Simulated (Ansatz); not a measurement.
Species: InP, charge 0, triplet. InP (SMILES [P]=[In], triplet).
B3LYP-D3(BJ)/def2-TZVP minimum from Ansatz (an electronic-structure program):
```xyz
2

In     0.0000     0.0000    -0.6268
P      0.0000     0.0000     2.0474
```
Charge 0, spin multiplicity 3.

Total energies in def2-TZVPP, 8 correlated electrons, 14 frozen orbitals. UHF or UKS for unpaired electrons; spin-orbit terms are left out. Correlated methods leave the cores frozen (noble-gas shells, and filled d and f shells in the p block). Past Kr the def2 sets carry scalar-relativistic core potentials. Spin-orbit terms, left out, reach several kcal/mol for Br and I, and more for heavier atoms.

```csv
method,program,energy (Eh),minus CCSDT(Q) (mEh)
HF,Ansatz,-529.95082,179.37
MP2,Ansatz,-530.09098,39.20
CCSD,Ansatz,-530.12090,9.28
CCSD(T),Ansatz,-530.12844,1.75
CCSDT(Q),Ansatz,-530.13018,0.00
```

Rough core times of Ansatz's runs on a shared machine: CCSD(T) 2 min, CCSDT(Q) 7 min.
